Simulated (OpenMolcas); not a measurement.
## OpenMolcas run: Zn

Input:

```
&GATEWAY
Coord
1

Zn 0.0 0.0 0.0
Basis=ANO-RCC-VQZP
Group=XYZ
NoMove
AngMom=0.0 0.0 0.0
AMFI
&SEWARD
&RASSCF
FileOrb=start.orb
Symmetry=1
Spin=3
nActEl=2 0 0
Inactive=8 6
Ras2=1 3
CIRoot=3 3 1
SDav=3
CIMx=300
Iter=120 100
PrWF=0.3
OrbListing=Nothing
MaxOrb=0
Atom
>>> COPY $Project.JobIph JOBPRE
&RASSCF
FileOrb=start.orb
Symmetry=1
Spin=3
nActEl=2 0 2
Inactive=8 6
Ras2=1 3
Ras3=5 0
CIRoot=3 3 1
SDav=18
CIMx=300
Iter=120 100
PrWF=0.3
OrbListing=Nothing
MaxOrb=0
Thrs=2.0e-7 1.0e-1 5.0e-4
Atom
>>> COPY $Project.JobIph JOB001
&RASSCF
FileOrb=start.orb
Symmetry=1
Spin=1
nActEl=2 0 2
Inactive=8 6
Ras2=1 3
Ras3=5 0
CIRoot=6 6 1
SDav=27
CIMx=300
Iter=120 100
PrWF=0.3
OrbListing=Nothing
MaxOrb=0
Thrs=2.0e-7 1.0e-1 5.0e-4
Atom
>>> COPY $Project.JobIph JOB002
&RASSCF
FileOrb=start.orb
Symmetry=2
Spin=3
nActEl=2 0 2
Inactive=8 6
Ras2=1 3
Ras3=5 0
CIRoot=3 3 1
SDav=18
CIMx=300
Iter=120 100
PrWF=0.3
OrbListing=Nothing
MaxOrb=0
Thrs=2.0e-7 1.0e-1 5.0e-4
Atom
>>> COPY $Project.JobIph JOB003
&RASSCF
FileOrb=start.orb
Symmetry=2
Spin=1
nActEl=2 0 2
Inactive=8 6
Ras2=1 3
Ras3=5 0
CIRoot=3 3 1
SDav=18
CIMx=300
Iter=120 100
PrWF=0.3
OrbListing=Nothing
MaxOrb=0
Thrs=2.0e-7 1.0e-1 5.0e-4
Atom
>>> COPY $Project.JobIph JOB004
&RASSI
NrOfJobIphs=4 3 6 3 3
1 2 3
1 2 3 4 5 6
1 2 3
1 2 3
IphNames
JOB001
JOB002
JOB003
JOB004
EJob
SpinOrbit
DIPRint=1.0
SOCoupling=1000.0
Subsets=2
MEES
Property=10
'ANGMOM' 1 'ANGMOM' 2 'ANGMOM' 3 'MLTPL  1' 1 'MLTPL  1' 2 'MLTPL  1' 3
'AMFI' 1 'AMFI' 2 'AMFI' 3 'MLTPL  2' 6
SOProperty=3
'ANGMOM' 1 'ANGMOM' 2 'ANGMOM' 3
```

A driver script runs the steps one by one and writes start.orb anew before each from the orbitals found so far.

Output, cut to the results:

```
--- SEWARD ---
Basis set label: ZN.ANO-RCC...7S6P4D3F2G1H.

      Electronic valence basis set:
      ------------------
      Associated Effective Charge  30.000000 au
      Associated Actual Charge     30.000000 au
      Nuclear Model: Point charge

      Shell  nPrim  nBasis  Cartesian Spherical Contaminant
         s      21       7        X
         p      15       6        X
         d      10       4                 X
         f       6       3                 X
         g       4       2                 X
         h       2       1                 X
                  Relativistic Douglas-Kroll-Hess integrals:
                    - DKH order of Hamiltonian: 2
                    - DKH order of Properties : 0
                  Atomic mean-field integrals
--- RASSCF ---
Wave function specifications:
      -----------------------------

      Number of closed shell electrons          28
      Number of electrons in active shells       2
      Max number of holes in RAS1 space          0
      Max nr of electrons in RAS3 space          2
      Number of inactive orbitals               14
      Number of active orbitals                  9
      Number of secondary orbitals              72
      Spin quantum number                      1.0
      State symmetry                             1
Orbital specifications:
      -----------------------

      Symmetry species                           1   2
                                                ag  au
      Frozen orbitals                            0   0
      Inactive orbitals                          8   6
      Active orbitals                            6   3
      RAS1 orbitals                              0   0
      RAS2 orbitals                              1   3
      RAS3 orbitals                              5   0
      Secondary orbitals                        31  41
      Deleted orbitals                           0   0
      Number of basis functions                 45  50
      Number of CSFs                            18
      Number of root(s) required                 3
      Iter CI   SX   CI       RASSCF       Energy    max ROT     max BLB   max BLB  Level Ln srch  Step   QN
          iter iter root      energy       change     param      element    value   shift minimum  type update
 Nr of preliminary CI iterations:   1
 ###############################################################################
 ###############################################################################
 ###                                                                         ###
 ###                                                                         ###
 ###    WARNING: Problems in orbital optimization.                           ###
 ###                                                                         ###
 ###                                                                         ###
 ###############################################################################
 ###############################################################################
  Warning: In symmetry  1, orbital p=   9 has diagonal density matrix element D(p,p) close to zero. D(p,p)=  1.030536E-26
      Total energies have been shifted. Add                -1000.00 au
        ...
 ###############################################################################
 ###############################################################################
  Warning: In symmetry  1, orbital p=   9 has diagonal density matrix element D(p,p) close to zero. D(p,p)=  2.237961E-26
        4   1    7    0  -793.92258856   -4.54E-10   7.75E-06    8  18 1 -2.61E-05   0.50   0.00    SX    NO
      Convergence after  4 iterations
        5   1    7    0  -793.92258856   -2.18E-10   7.75E-06    8  18 1  2.03E-05   0.50   0.00    SX    NO
      Natural orbitals and occupation numbers for root  1
      sym 1:   0.000000   0.001121   0.004484   0.004484  -0.000000   0.001121
      sym 2:  -0.000000   0.994395   0.994395
      Natural orbitals and occupation numbers for root  2
      sym 1:   0.000000   0.004484   0.001121   0.000000   0.004484   0.001121
      sym 2:   0.994395   0.994395   0.000000
      Natural orbitals and occupation numbers for root  3
      sym 1:   0.000000   0.004484   0.001121   0.000000   0.001121   0.004484
      sym 2:   0.994395   0.000000   0.994395
::    RASSCF root number  1 Total energy:  -1793.92258856
::    RASSCF root number  2 Total energy:  -1793.92258856
...
--- RASSI ---
SPIN-FREE ENERGIES:
  (Shifted by EMIN (a.u.) =      -1794.2549668815)

 SF State       Relative EMIN(au)   Rel lowest level(eV)    D:o, cm**(-1)      L_eff

     4             0.0000000000        0.0000000000              0.0000         0.0
    10             0.1236887500        3.3657423502          27146.5428         1.0
    11             0.1236887500        3.3657423502          27146.5428         1.0
    12             0.1236887500        3.3657423502          27146.5428         1.0
    13             0.2043216183        5.5598744751          44843.4119         1.0
    14             0.2043216183        5.5598744751          44843.4119         1.0
    15             0.2043216183        5.5598744751          44843.4119         1.0
     8             0.3321451074        9.0381288072          72897.4250         2.0
     9             0.3321451074        9.0381288072          72897.4250         2.0
     5             0.3321451074        9.0381288072          72897.4250         2.0
     6             0.3321451074        9.0381288072          72897.4250         2.0
     7             0.3321451074        9.0381288072          72897.4250         2.0
     2             0.3323783257        9.0444750012          72948.6105         1.0
     3             0.3323783257        9.0444750012          72948.6105         1.0
     1             0.3323783257        9.0444750012          72948.6105         1.0
     Dipole printing threshold changed to   1.00000000E+00

++ Dipole transition strengths (spin-free states):
   -----------------------------------------------
     for osc. strength at least  1.00000000E+00

  ( Max oscillator strength is only   0.64026503709842686      )
--
Eigenvalues of complex Hamiltonian:
   -----------------------------------
  (Shifted by EMIN (a.u.) =      -1794.2549668815)

 SO State       Relative EMIN(au)   Rel lowest level(eV)    D:o, cm**(-1)     J-value

...
```

The J values that RASSI prints are effective ones from its own formula and need not be integers or half-integers; the table below assigns J from the states.

Levels above the lowest, from the spin-orbit matrix, grouped by J:

```tsv
Configuration	Term	J	E (cm⁻¹)	Measured (cm⁻¹)	Term weight %
4s²	¹S	0	0.0	0.0	100
4s 4p	³P°	0	26824	32311	100
4s 4p	³P°	1	26984	32501	100
4s 4p	³P°	2	27308	32890	100
4s 4p	¹P°	1	44845	46745	100
```

Against the 4 measured excited levels shown (NIST Handbook of Basic Atomic Spectroscopic Data) the mean absolute deviation is 4600 cm-1; the largest miss in energy is 4s 4p ³P°₂: computed 27308, measured 32890 cm⁻¹ (-17.0 %).

Without dynamic correlation excited terms often stand tens of per cent too high (terms of higher spin than the ground term too low), and those without a measured partner can miss by more than the paired ones. Active for correlation alone: 4d; no level in the range computed is led by a configuration that fills it, so any true level of that kind is missing. Measured partners are found by configuration, term and J. A level has none where our copy of the source lacks it or the pairing is in doubt (some pairs that miss far off the trend of their configuration count as doubtful), and it then counts in no deviation. Only configurations of the active space appear. The first state left out of the spin-orbit step lies near 89000 cm-1 above the lowest spin-free state of the reference (among the parities and spins computed), and the list stops at four fifths of that energy or lower.

The term weight is that of the spin-free term in the level, not the purity of its configuration. ° marks odd parity.
